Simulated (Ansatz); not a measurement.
Relaxation of CH$_{7}$BFN (11 atoms, charge 0, multiplicity 1), to a largest force component of 0.03 eV/Å in at most 50 steps.

All numbers below come from RKS B3LYP/def2-mTZVP (Ansatz 0.2.0).

```xyz
11
Properties=species:S:1:pos:R:3
B 0.036 0.441 -0.302
F -0.549 0.829 0.832
H 1.219 0.541 -0.371
H -0.674 0.144 -1.209
N -0.077 -1.904 1.107
H -0.768 -2.617 0.895
C 1.033 -2.462 1.883
H 1.544 -3.221 1.290
H 1.756 -1.671 2.090
H 0.741 -2.914 2.839
H -0.558 -1.148 1.626
```

Q: Where does it end, and by what steps?

A: The forces met the threshold. The force dipped under the threshold on the way, but the program's further checks kept it going. After 18 steps the energy has fallen by 0.916 eV; H3 moved furthest, 1.15 Å. Joined: B1–N5.

| step | energy less start (eV) | largest force component (eV/Å) | accepted |
| --- | --- | --- | --- |
| 0 | 0.0000 | 0.835 | yes |
| 1 | -0.0021 | 1.447 | yes |
| 2 | -0.2694 | 0.734 | yes |
| 3 | -0.5144 | 0.815 | yes |
| 4 | -0.7375 | 0.726 | yes |
| 5 | -0.8001 | 0.394 | yes |
| 6 | -0.8218 | 0.152 | yes |
| 7 | -0.8270 | 0.068 | yes |
| 8 | -0.8296 | 0.051 | yes |
| 9 | -0.8350 | 0.141 | yes |
| 10 | -0.8370 | 0.360 | yes |
| 11 | -0.8550 | 0.276 | yes |
| 12 | -0.8913 | 0.106 | yes |
| 13 | -0.9052 | 0.072 | yes |
| 14 | -0.9124 | 0.190 | yes |
| 15 | -0.9110 | 0.212 | no |
| 16 | -0.9152 | 0.022 | yes |
| 17 | -0.9155 | 0.052 | yes |
| 18 | -0.9156 | 0.014 | yes |

```xyz
11
Properties=species:S:1:pos:R:3
B 0.094 -0.255 0.068
F 0.406 0.741 1.012
H 1.022 -0.560 -0.649
H -0.956 -0.071 -0.507
N -0.185 -1.605 0.993
H -0.493 -2.354 0.375
C 0.978 -2.050 1.803
H 1.789 -2.304 1.125
H 1.292 -1.219 2.428
H 0.727 -2.911 2.424
H -0.971 -1.396 1.609
```

Run time: 39 s on 2 threads of Arm Neoverse V2, on a shared host, peak memory 0.18 GiB.
